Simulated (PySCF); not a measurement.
# One molecule, several mistakes: AlCClH3

These are calculations, not measurements. The program is PySCF 2.14.0, an open-source quantum chemistry code, run on an isolated molecule that a program drew, which may never have been made. The molecule is AlCClH3 (charge 0, doublet), drawn as the SMILES string `[CH3][Al][Cl]`.

Each row is a Hartree-Fock (HF) and frozen-core CCSD(T) single point in the cc-pV(D+d)Z basis, meant for a local HF minimum. Run 1 is clean. Each other run has one planted mistake out of seven kinds, and not every kind appears here: one electron removed, one electron added, multiplicity raised by two, geometry at a saddle point, minimal basis STO-3G, one bond length entered in bohr, all coordinates scaled. The reference is restricted for singlets and unrestricted otherwise, and also for a bond in bohr. Adding or removing an electron swaps singlet and doublet. Electrons count all cores. HOMO and LUMO are orbital energies over both spins, the gradient is its largest component, and the lowest frequency (negative if imaginary) is given only where the gradient is small. Bond lengths are over the 5 bonds as drawn. T1 is the CCSD diagnostic: over 0.02 (restricted) or 0.045 (unrestricted) a single reference is doubtful.

Geometry of the clean run:
```xyz
6
AlCClH3, angstrom
C     0.6266    0.1736   -1.1568
Al    0.7968    1.1210    0.5621
Cl    2.0368    0.1902    2.0380
H    -0.0188    0.6957   -1.8675
H     1.6166    0.0511   -1.6107
H     0.2180   -0.8291   -0.9872
```

| run | electrons | basis functions | <S^2> | HOMO (eV) | LUMO (eV) | gradient (hartree/bohr) | lowest frequency (cm^-1) | mean bond (Å) | longest bond (Å) | T1 | HF (hartree) | CCSD(T) (hartree) | mistake |
|---|---|---|---|---|---|---|---|---|---|---|---|---|---|
| 1 | 39 | 75 | 0.756 | -8.43 | 0.93 | 1.8e-05 | 53 | 1.4791 | 2.141 | 0.0128 | -741.09257 | -741.46605 | no fault |
| 2 | 39 | 75 | 0.945 | -7.78 | -0.92 | 8.1e-03 | - | 1.8600 | 4.045 | 0.0393 | -740.97923 | -741.34837 | one bond length entered in bohr |
| 3 | 39 | 75 | 3.757 | -5.88 | -2.47 | 1.1e-01 | - | 1.4791 | 2.141 | 0.0317 | -740.91440 | -741.26304 | ? |
| 4 | 38 | 75 | 0.000 | -17.59 | -6.96 | 4.9e-02 | - | 1.4791 | 2.141 | 0.0162 | -740.80889 | -741.18483 | ? |

**Which mistake was planted in run 3, and what did it cost?**

Electrons, basis and geometry are unchanged, and <S^2> is 3.757, beside S(S+1) = 3.75 for a multiplicity of 4. So the mistake is: multiplicity raised by two. Subtracting run 1 and multiplying by 627.51 kcal/mol a hartree, the energy moved by 111.8 kcal/mol in HF and 127.4 kcal/mol in CCSD(T).

**Which mistake was planted in run 4, and what did it cost?**

It counts 38 electrons, one fewer than the clean run, at the same geometry and basis. So the mistake is: one electron removed. Subtracting run 1 and multiplying by 627.51 kcal/mol a hartree, the energy moved by 178.0 kcal/mol in HF and 176.5 kcal/mol in CCSD(T).

